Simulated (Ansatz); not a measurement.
Cost and result up the ladder for Hg₆Te₃Br₆ (15 atoms). The state is a singlet with charge 0. Geometry: PBE-D4/def2-SVP.

| atom | x (Å) | y (Å) | z (Å) |
| --- | --- | --- | --- |
| Hg1 | -2.7228 | -2.2600 | 0.6099 |
| Hg2 | 1.4936 | 3.7660 | -0.5390 |
| Hg3 | 0.9337 | -1.8591 | 2.2778 |
| Hg4 | 2.0379 | -0.1827 | -1.2752 |
| Hg5 | -1.4176 | 1.3499 | 0.6057 |
| Hg6 | -1.5697 | -0.7873 | -2.6208 |
| Te7 | 0.7041 | -2.3178 | -0.3632 |
| Te8 | -0.6621 | 2.5792 | -1.6319 |
| Te9 | -3.7874 | -0.5054 | -1.1306 |
| Br10 | -1.8001 | -4.0391 | 2.1091 |
| Br11 | 3.2292 | 5.1044 | 0.6034 |
| Br12 | 1.4241 | -1.5940 | 4.6841 |
| Br13 | 0.4081 | -1.0822 | -4.1349 |
| Br14 | 3.5531 | 1.6885 | -1.9747 |
| Br15 | -1.8241 | 0.1396 | 2.7803 |

Ansatz on 2 threads of AMD EPYC 7R13 on a shared host and a share (18 GiB) of an NVIDIA H100 80GB HBM3. Times are rough, and most runs start from the orbitals of an earlier one. No level here is sound enough to serve as a yardstick. Binding counts from free atoms at the same level (Hg singlet, Te triplet, Br doublet; other spins of the atoms weren't run), without zero-point energy or a counterpoise term.

In the def2 sets Hg, Te take a core potential; there is no spin–orbit coupling. Correlated methods freeze 66 core orbitals; core or outer-core shells of Hg, Te, Br are correlated, in sets that lack core-valence functions. The rows differ in basis, and correlated rows in double-zeta sets carry the largest basis error. Single mean-field runs in def2-SVP, def2-TZVP are fitted with def2-universal-jkfit. Another isomer (singlet) lies 0.26 eV lower at PBE0-D4/def2-TZVP; other spin states weren't run for this one.

Correlated methods converge slowly with the basis, most of all in double-zeta sets.

```csv
level,functions,wall time,binding energy per atom (eV)
BHLYP-D4/def2-SVP,462,5.5 s,1.29
PBE0-D4/def2-SVP,462,6.5 s,1.39
r2SCAN-D4/def2-SVP,462,6.5 s,1.40
PBE-D4/def2-TZVP,696,8 s,1.50
PBE0-D4/def2-TZVP,696,8.5 s,1.47
PBE-D4/def2-SVP (with forces),462,11 s,1.42
MP2/def2-SVP,462,13 s,1.20
RPA@PBE/def2-SVP,462,16 s,0.87
```
